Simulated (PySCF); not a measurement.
Numbering as in the mapped SMILES `[CH2:1]=[N:2][SiH2:3][SiH2:4]/[CH:5]=[CH:6]/[C:7]#[N:8]`. Each H is labelled by its parent atom. Ha(C1) is cis to Si3; Hb(C1) is trans to Si3.

Computed data (PySCF): GIAO PBE0/pcSseg-1 shieldings, coordinates at the GFN2-xTB level. No relativistic terms, a single conformation, in vacuum, equivalent nuclei averaged.

**Question.** Predict the 2D correlation tables (HSQC, COSY, HMBC).

**Answer.** 

HSQC (one-bond C–H):
```csv
δH,δC
8.71 (Ha(C1)),173.9 (C1)
8.70 (Hb(C1)),173.9 (C1)
7.11 (H(C5)),159.0 (C5)
5.97 (H(C6)),125.6 (C6)
```

COSY cross peaks (H two or three bonds apart, from the bond graph; peaks can be absent where the dihedral angle is near 90°):
```csv
δH,δH
8.71 (Ha(C1)),8.70 (Hb(C1))
7.11 (H(C5)),5.97 (H(C6))
7.11 (H(C5)),4.28 (H(Si4))
5.36 (H(Si3)),4.28 (H(Si4))
```

HMBC (two and three bonds, from the bond graph):
```csv
δH,δC
7.11 (H(C5)),"125.6 (C6), 122.7 (C7)"
5.97 (H(C6)),"159.0 (C5), 122.7 (C7)"
5.36 (H(Si3)),"173.9 (C1), 159.0 (C5)"
4.28 (H(Si4)),"159.0 (C5), 125.6 (C6)"
```

Scale: TMS for ¹H, ¹³C (reference shieldings calculated alike).

Shifts are as computed. Against solution values, carbons near 30 ppm lie about +3 ppm off and those near 130 ppm about +5 ppm. Of 1309 compounds with measured shifts, 239 miss one by over three times the rms of a fit or turn the order of signals round; such compounds aren't used in these exercises.
